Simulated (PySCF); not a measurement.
H₂Si₂, SMILES [Si]=[SiH2] (connectivity only; charge and spin as stated), neutral, multiplicity 1. Atoms are numbered in the order given.

```xyz
4

Si     0.0000     0.0000     0.9708
Si     0.0000     0.0000    -1.2279
H      0.0000     1.2304     1.8000
H      0.0000    -1.2304     1.8000
```

Coordinates come from a TPSSh-D3(BJ)/def2-TZVP optimisation. The isomer is the one that the SMILES or the coordinates give; other isomers of the formula were not compared.

The numbers are results of ωB97X/def2-TZVPD run with PySCF, not measurements.

Symmetry labels are those of the subgroup C2v that the program uses (full group C2v).

Problem. List the valence orbital energies around the gap with their symmetry. (The exact figures need the calculation; the answer reports its results.)

Solution. 
```json
[
 {"orbital": "HOMO−7", "symmetry": "B1", "energy (eV)": "-101.60"},
 {"orbital": "HOMO−6", "symmetry": "B2", "energy (eV)": "-101.52"},
 {"orbital": "HOMO−5", "symmetry": "A1", "energy (eV)": "-101.48"},
 {"orbital": "HOMO−4", "symmetry": "A1", "energy (eV)": "-18.27"},
 {"orbital": "HOMO−3", "symmetry": "A1", "energy (eV)": "-14.80"},
 {"orbital": "HOMO−2", "symmetry": "B2", "energy (eV)": "-12.74"},
 {"orbital": "HOMO−1", "symmetry": "A1", "energy (eV)": "-9.48"},
 {"orbital": "HOMO", "symmetry": "B1", "energy (eV)": "-7.88"},
 {"orbital": "LUMO", "symmetry": "B2", "energy (eV)": "-1.36"},
 {"orbital": "LUMO+1", "symmetry": "B1", "energy (eV)": "0.11"},
 {"orbital": "LUMO+2", "symmetry": "A1", "energy (eV)": "1.87"},
 {"orbital": "LUMO+3", "symmetry": "A1", "energy (eV)": "1.94"}
]
```
